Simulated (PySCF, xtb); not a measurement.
# Relative energy of two structures of CH2InN

We compare X, `[H]/N=[CH]\[In]`, a singlet, with Y, a singlet given by its coordinates. Both are isolated molecules in the gas phase, relaxed with PBE-D3(BJ)/def2-SVP.

X (Å):

```yaml
atoms:
  - { symbol: C, position_ang: [-0.1120, 0.4094, -0.2081] }
  - { symbol: In, position_ang: [1.8144, 1.2141, 0.7687] }
  - { symbol: N, position_ang: [-0.3908, -0.6356, 0.4947] }
  - { symbol: H, position_ang: [-0.8313, 0.6186, -1.0358] }
  - { symbol: H, position_ang: [0.3080, -0.8102, 1.2724] }
```

Y (Å):

```yaml
atoms:
  - { symbol: C, position_ang: [-2.3676, 0.8189, 0.8530] }
  - { symbol: In, position_ang: [-0.1034, 0.8408, 0.2628] }
  - { symbol: N, position_ang: [-2.1211, 2.0876, 0.7996] }
  - { symbol: H, position_ang: [-3.3939, 0.4500, 1.1176] }
  - { symbol: H, position_ang: [-2.8849, 2.7651, 1.0046] }
```

Close contacts (Å): C1–In2 2.34, C1–N3 1.29, In2–N3 2.43, C1–H4 1.12, N3–H5 1.04.

Q: Which of the two would you expect CCSD(T)/def2-TZVP electronic energies to favour?

A: Structure Y; the calculation gives E(Y) − E(X) = −5.5 kcal/mol.

The same difference at several levels:

```tsv
level	geometry	E(Y) − E(X) (kcal/mol)	departure from the last row (kcal/mol)	job, with rough time for the two
GFN2-xTB	GFN2-xTB	−13.6	−8.1	optimisation, 0.11 s
HF/STO-3G	GFN2-xTB	−20.0	−14.5	single point, 1.3 s
r2SCAN-D4/def2-SVP	GFN2-xTB	−7.4	−1.9	single point, 8.4 s
PBE-D3(BJ)/def2-SVP	PBE-D3(BJ)/def2-SVP	−5.6	−0.1	optimisation, 39 s
HF/def2-TZVP	PBE-D3(BJ)/def2-SVP	−7.0	−1.5	part of the CCSD(T) run
MP2/def2-TZVP	PBE-D3(BJ)/def2-SVP	−5.9	−0.4	part of the CCSD(T) run
CCSD(T)/def2-TZVP	PBE-D3(BJ)/def2-SVP	−5.5		single point, 2.4 min
```

None of the levels shown reverses the order. The largest departure from CCSD(T)/def2-TZVP is that of HF/STO-3G, 14.5 kcal/mol. No reliable frequencies are at hand for X, so it isn't confirmed as a minimum.

The correlated steps freeze 6 core orbitals; the filled d shell of In is correlated, in a basis made for valence electrons. Atoms past krypton carry core potentials in the def2 sets, other sets are all-electron and non-relativistic, and no spin–orbit term is included. Codes used: PySCF 2.14.0, xtb 6.7.1; the last row on 2 threads of Arm Neoverse V2 on a shared host.
